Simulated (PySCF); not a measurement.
Compound: C₃H₇BF₂.
Bonds: C1–C2, C2–C3, C3–B4, B4–F5, B4–F6. Hydrogens: H7, H8, H9 on C1; H10, H11 on C2; H12, H13 on C3.

Torsions of this conformer, `[CH3:1][CH2:2][CH2:3][B:4]([F:5])[F:6]`: C1–C2–C3–B4 180°, C2–C3–B4–F5 -177°.

The closed-shell ground state was solved at several levels (PySCF, density fitting, gas phase, non-relativistic). The structure is a single PBE0-D3(BJ)/def2-SVP conformer in the gas phase; no vibrational or solvent corrections.

```csv
level,basis functions,total energy (Eh),HOMO (eV),LUMO (eV),gap (eV),dipole (D)
B3LYP/pcJ-1,232,-343.2287,-9.18,0.13,9.31,1.65
KT3/pcSseg-2,314,-348.0678,-8.04,-0.65,7.39,1.63
PBE0/pcSseg-1,137,-342.8035,-9.42,0.42,9.84,1.68
```

**Question.** What might CAM-B3LYP/def2-SVPD (182 basis functions) give for the same quantities?

**Answer.** Total energy -342.8364 Eh, HOMO -10.89 eV, LUMO 0.88 eV, gap 11.77 eV, dipole 1.76 D.

**Question.** Over all these levels, which gives the widest orbital gap and which the narrowest?

**Answer.** CAM-B3LYP/def2-SVPD (range-separated hybrid) has the widest, 11.77 eV, and KT3/pcSseg-2 (GGA) the narrowest, 7.39 eV. Functional and basis both differ between the two, so the spread mixes both effects.

**Question.** How far do the dipole and the HOMO energy spread over the levels?

**Answer.** The dipole runs from 1.63 to 1.76 D (mean 1.68 D) and the HOMO from -10.89 to -8.04 eV.
